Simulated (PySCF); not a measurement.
**Cost of response and excited-state runs on `C=C/C=C\[C@@](F)(Cl)CO`, C6H8ClFO**

Geometry:
```csv
atom,x (Å),y (Å),z (Å)
C1,3.321,0.067,0.867
C2,2.056,-0.126,0.505
C3,1.007,0.811,0.833
C4,-0.291,0.689,0.539
C5,-0.923,-0.435,-0.207
F6,-0.206,-0.816,-1.308
Cl7,-0.997,-1.903,0.876
C8,-2.357,-0.125,-0.653
O9,-3.181,0.213,0.419
H10,4.095,-0.642,0.628
H11,3.625,0.943,1.416
H12,1.782,-1.014,-0.046
H13,1.322,1.689,1.383
H14,-1.003,1.429,0.873
H15,-2.331,0.744,-1.318
H16,-2.743,-0.987,-1.214
H17,-3.184,-0.524,1.046
```

PySCF with density fitting, on 1 thread of an Arm Neoverse V2, shared host. Command: `OMP_NUM_THREADS=1 python excited_run.py task.json out`

Problem. How long does each of these runs take, and how much memory?
- first hyperpolarisability, CAM-B3LYP/def2-SVPD; wavelengths [1907, 1064] nm
- excited states, CAM-B3LYP/6-31G; Tamm-Dancoff; spin-orbit couplings; 8 states; 5 triplets; quadratic response for 4 states
- excited states, CAM-B3LYP/def2-SVP; Tamm-Dancoff; spin-orbit couplings; 1 states; 5 triplets; quadratic response for 4 states
- excited states, CAM-B3LYP/def2-SVPD; Tamm-Dancoff; spin-orbit couplings; 8 states; 5 triplets; quadratic response for 4 states

Solution. 
| run | level | basis functions | wall time | peak memory (GiB) |
| --- | --- | --- | --- | --- |
| first hyperpolarisability | CAM-B3LYP/def2-SVPD | 257 | 61 s | 1.3 |
| excited states | CAM-B3LYP/6-31G | 101 | 18 s | 0.67 |
| excited states | CAM-B3LYP/def2-SVP | 170 | 28 s | 0.86 |
| excited states | CAM-B3LYP/def2-SVPD | 257 | 67 s | 1.1 |

Times from a shared host are rough.
